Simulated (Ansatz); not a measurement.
Consider the cleavage of the B–Si bond: `B[SiH]([SiH3])O[SiH3]` + `OB[SiH2][AlH2]` → `BOB[SiH2][AlH2]` + `[SiH3]O[SiH2][SiH3]`.

Program: Ansatz. Geometries: PBE0-D4/def2-TZVP. ΔE: electronic, gas phase. CCSD(T)/CBS adds triple-zeta CCSD(T) − MP2 to the extrapolated MP2 energy (def2 sets, frozen cores). DFT in def2-TZVPP. One conformer a species, not always the lowest.

```
         level  ΔE (eV)
        B2PLYP    -1.45
 HF/def2-TZVPP    -1.51
MP2/def2-TZVPP    -1.40
CCSD/CBS(def2)    -1.37
```

Problem. What does CCSD(T)/CBS give? (Estimate.)

Solution. The calculation gave: -1.36 eV. The listed levels differ from it by -0.09, -0.15, -0.04, -0.01 eV.

Largest T1 diagnostic among the species: 0.017.

In def2-TZVPP, CCSD(T) changes the Hartree–Fock value by +0.17 eV (the triples alone add +0.01 eV) and MP2 by +0.12 eV.
